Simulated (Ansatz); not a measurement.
Consider the substitution at a C–C bond: `[CH3][AlH][CH2]CCl` + H–F → `[CH3][AlH][CH2]F` + `CCl`.

Program: Ansatz. Geometries: PBE0-D4/def2-TZVP. ΔE: electronic, gas phase. CCSD(T)/CBS adds triple-zeta CCSD(T) − MP2 to the extrapolated MP2 energy (def2 sets, frozen cores). This one scheme is used for every species. DFT in def2-TZVPP. One conformer a species, not always the lowest.

| level | ΔE (kcal/mol) |
| --- | --- |
| ωB97X-V | 16.0 |
| B2PLYP | 16.3 |
| PBE | 15.7 |
| PBE0 | 16.9 |
| CCSD/def2-TZVPP | 18.4 |
| HF/def2-QZVPP | 12.5 |
| MP2/def2-QZVPP | 22.7 |
| SCS-MP2/def2-QZVPP | 19.7 |

(1) What does CCSD(T)/CBS give? (Best estimate.)

Largest T1 diagnostic among the species: 0.010.

Answers

(1) Ansatz gave: +20.0 kcal/mol. The listed levels differ from it by -4.0, -3.7, -4.3, -3.1, -1.6, -7.5, 2.7, -0.3 kcal/mol.

From PBE to PBE0 (25 % exact exchange), in def2-TZVPP and without D4, ΔE moves by +1.3 kcal/mol. The D4 term adds +2.5 kcal/mol with B3LYP and +1.4 kcal/mol with PBE0; it sums over pairs of atoms, weighted by their polarisabilities, and B3LYP, whose exchange is more repulsive, gets the larger term.

B3LYP here is the variant with VWN-RPA as its local correlation; programs differ in this.
